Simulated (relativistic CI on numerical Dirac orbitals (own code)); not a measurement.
# Crystal-field levels of Ho2+, 4f11

Calculated by Dirac-Coulomb-Breit CI, separate exchange-only KLI orbitals for each configuration, model QED (radiative potential, 1s self-energy scaled to tabulated hydrogen-like ionisation energies), valence Slater integrals scaled by 0.85, one configuration in a parametric crystal field (own radial code).

Field parameters in Wybourne normalisation; cubic f-shell fields have B⁴₄ = √(5/14) B⁴₀ and B⁶₄ = −√(7/2) B⁶₀. The field is a parameter set, without covalency.

S and J are read from ⟨S²⟩ = S(S + 1) and ⟨J²⟩ = J(J + 1) of each level; they are not fictitious spins.

Oh, B40 = -1790, B60 = 250 cm⁻¹, the lowest 16 levels:

```
E (cm⁻¹)  Degeneracy  Irrep     S     J
     0.0           2     Γ6  1.48  7.50
    33.8           4     Γ8  1.48  7.50
    73.0           2     Γ7  1.48  7.50
     334           4     Γ8  1.48  7.50
     372           4     Γ8  1.48  7.50
    5461           4     Γ8  1.49  6.50
    5492           2     Γ7  1.49  6.50
    5636           2     Γ7  1.49  6.50
    5684           4     Γ8  1.49  6.50
    5718           2     Γ6  1.49  6.50
    8670           4     Γ8  1.40  5.50
    8751           2     Γ7  1.39  5.50
    8807           4     Γ8  1.39  5.50
    8827           2     Γ6  1.39  5.50
   10667           2     Γ6  1.28  4.50
   10883           4     Γ8  1.27  4.50
```

Principal g values of the ground doublet: 5.98, 5.98, 5.98.

Oh, B40 = -1670, B60 = 530 cm⁻¹, the lowest 10 levels:

```
E (cm⁻¹)  Degeneracy  Irrep     S     J
     0.0           2     Γ7  1.48  7.50
    69.5           4     Γ8  1.48  7.50
    71.7           2     Γ6  1.48  7.50
     471           4     Γ8  1.48  7.50
     524           4     Γ8  1.48  7.50
    5525           4     Γ8  1.49  6.49
    5535           2     Γ7  1.49  6.49
    5767           2     Γ7  1.49  6.50
    5781           4     Γ8  1.49  6.50
    5799           2     Γ6  1.49  6.50
```

Principal g values of the ground doublet: 6.82, 6.82, 6.82.

D3d, B20 = -850, B40 = 840, B43 = 690, B60 = 0, B63 = 380, B66 = 160 cm⁻¹, the lowest 16 levels:

```tsv
E (cm⁻¹)	Degeneracy	Irrep	S	J
0.0	2	Γ4	1.48	7.50
2.7	2	Γ5+Γ6	1.48	7.50
55.7	2	Γ4	1.48	7.50
216	2	Γ4	1.48	7.50
226	2	Γ5+Γ6	1.48	7.50
271	2	Γ4	1.48	7.50
284	2	Γ5+Γ6	1.48	7.50
298	2	Γ4	1.48	7.50
5465	2	Γ4	1.49	6.50
5472	2	Γ4	1.49	6.50
5500	2	Γ5+Γ6	1.49	6.50
5587	2	Γ4	1.49	6.50
5624	2	Γ4	1.49	6.50
5649	2	Γ5+Γ6	1.49	6.50
5670	2	Γ4	1.49	6.50
8669	2	Γ4	1.39	5.50
```

Principal g values of the ground doublet: 2.53, 2.53, 12.53.

The next free-ion level lies 5398 cm⁻¹ above the lowest; the field splits the ground level into components whose J stays near 15/2 as long as their spread is small against that gap.

Levels of this model without a field, named by their leading LS term: ⁴I°15/2 0, ⁴I°13/2 5398, ⁴I°11/2 8561, ⁴I°9/2 10681, ⁴F°9/2 14532, ²H°11/2 17382, ⁴S°3/2 18112, ⁴F°7/2 19577 cm⁻¹.
